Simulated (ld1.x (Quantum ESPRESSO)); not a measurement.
Reading a pseudo-wave (Sc)

Columns: radius, all-electron u(r) and pseudo u(r) of the 4s shell (level -4.19 eV) of scandium in the configuration [Ne] 3s2 3p6 3d1 4s2 4p0; PBEsol, scalar-relativistic, TM scheme, ld1.x (Quantum ESPRESSO) 7.5.

```tsv
r (bohr)	all-electron	pseudo
0.150	-0.0966	-0.0201
0.300	-0.1208	-0.0402
0.450	0.0436	-0.0603
0.600	0.1881	-0.0805
0.750	0.2513	-0.1009
0.900	0.2391	-0.1219
1.050	0.1759	-0.1442
1.200	0.0855	-0.1691
1.350	-0.0152	-0.1977
1.500	-0.1149	-0.2316
1.650	-0.2073	-0.2719
1.800	-0.2892	-0.3183
1.950	-0.3594	-0.3689
2.100	-0.4178	-0.4196
2.250	-0.4652	-0.4653
2.400	-0.5026	-0.5026
2.550	-0.5311	-0.5311
2.700	-0.5514	-0.5514
2.850	-0.5645	-0.5645
3.000	-0.5714	-0.5714
3.150	-0.5727	-0.5727
3.300	-0.5693	-0.5693
3.450	-0.5619	-0.5619
3.600	-0.5511	-0.5511
3.750	-0.5376	-0.5376
3.900	-0.5218	-0.5218
```

Question: How many radial nodes do the two functions have?

Answer: The all-electron 4s function has n − l − 1 = 3 (the table is too coarse to show those close to the nucleus); the pseudo-wave has 0, since the states of the same l below it are removed with the core.

Question: At about which radius was the pseudo-wave matched?

Answer: 2.40 bohr, where the columns begin to agree (steps of 0.15 bohr).

Question: Where does each function peak?

Answer: Outermost all-electron maximum near 3.15 bohr, pseudo maximum near 3.15 bohr (to the table’s step).

Question: Is the pseudo-wave norm-conserving?

Answer: Yes: the TM scheme keeps the norm inside the radius equal to the all-electron one, which fixes the energy derivative of the logarithmic derivative at the level.
